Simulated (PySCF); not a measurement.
# GeBr₂ + 2 F₂ → GeF₄ + Br₂

Level: PBE0 in the def2-TZVP basis family, all electrons, no relativity, computed in PySCF with density fitting; open shells unrestricted.

| species | state and structure | ZPE (kJ/mol) | H(298 K) − H(0) (kJ/mol) | S° (J/(mol K)) |
| --- | --- | --- | --- | --- |
| GeBr₂ | singlet, C2v, Ge–Br 2.342 Å (×2); Br–Ge–Br 101.0° | 4.1 | 14.1 | 318.5 |
| F₂ | singlet, D∞h, F–F 1.376 Å | 6.6 | 8.7 | 201.9 |
| GeF₄ | singlet, Td, Ge–F 1.692 Å (×4) | 25.8 | 17.4 | 303.3 |
| Br₂ | singlet, D∞h, Br–Br 2.281 Å | 2.0 | 9.7 | 244.8 |

Q: Is the gas-phase reaction uphill or downhill in electronic energy at this level, and by how much?

A: At PBE0/def2-TZVP, ΔE = -1078.2 kJ/mol, downhill. Fluorination of this kind underlies dry etching and chamber cleaning.

Q: Add zero-point, thermal and entropy terms for 298.15 K and 1 bar.

A: ΔZPE = 10.5 and Δ[H(298) − H(0)] = -4.4 kJ/mol give ΔH° = -1072.1 kJ/mol. ΔS° = -174.2 J/(mol K), so ΔG° = -1072.1 − 298.15 × (-0.1742) = -1020 kJ/mol.

The structures come from searches over a few start shapes, so lower isomers are not excluded.
